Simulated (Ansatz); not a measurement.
Input file for Ansatz (a program for electronic structure): R-r2SCAN/def2-TZVPP on BH2IO2 (SMILES OB(O)I), a point of a torsion scan. Elements past Kr take the def2 small-core potentials; no spin–orbit coupling.

Ansatz 0.2 input:
```yaml
crystal:
  periodic: [false, false, false]
  atoms:
    - {symbol: O, position_ang: [0.12358441, 1.35186852, -0.10000621]}
    - {symbol: B, position_ang: [0.16652321, 0.02381495, 0.03484195]}
    - {symbol: O, position_ang: [1.17672614, -0.59731401, 0.64269589]}
    - {symbol: I, position_ang: [-1.54816170, -1.08777050, -0.64247062]}
    - {symbol: H, position_ang: [0.19727272, 1.95462218, 0.63288375]}
    - {symbol: H, position_ang: [1.20286777, -1.55156296, 0.70801107]}
basis:
  gaussian:
    orbitals: def2-TZVPP
hamiltonian:
  xc: {name: r2SCAN}
scf: {lower_state_search: off}
```

The head of its log:

```
WARN ansatz: RAYON_NUM_THREADS=1 ignored (pool sized by the plan → 1); use --threads N
Functional definition: r2SCAN
these checks for a lower state are left out or cut short: stability, starts, cluster_reference, orbital_swaps, neighbouring_geometries, increment
integrals: 0.08 GiB planned
956 factors; their error is unknown
mean field: 0.59 GiB planned
mean field evaluation 1: about -12901.0086 eV, gradient 7.6e1 eV
mean field evaluation 2: about -12873.5538 eV, gradient 1.4e2 eV
```

Q: Give the final energy of this run.

A: -474.4451 hartree.
